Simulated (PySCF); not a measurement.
## Li⁺: ionisation energy

Li⁺ 1s2 (1S) → Li²⁺ 1s1 (2S), as a difference of total energies. Computed with PySCF 2.14 in cc-pVTZ-DK (4s3p2d1f, 30 functions), with scalar relativity by spin-free X2C-1e. Correlated levels: valence: nothing frozen. The calculations carry no spin-orbit coupling.

| method | ionisation energy (eV) |
| --- | --- |
| UHF | 74.495 |
| LDA | 74.584 |
| TPSS | 75.847 |
| MP2 (valence) | 74.791 |
| SCS-MP2 (valence) | 74.850 |
| CCSD (valence) | 74.848 |

Errors of the correlated levels include the incompleteness of this basis.

With two correlated electrons CCSD is exact in that space.

Q: Which method comes closest to the reference value, and which is furthest?

A: The reference is 75.640 eV (theoretical estimate listed by NIST; NIST Atomic Spectra Database, ionization energies). Closest: TPSS (error 0.207 eV); furthest: UHF (error -1.145 eV).
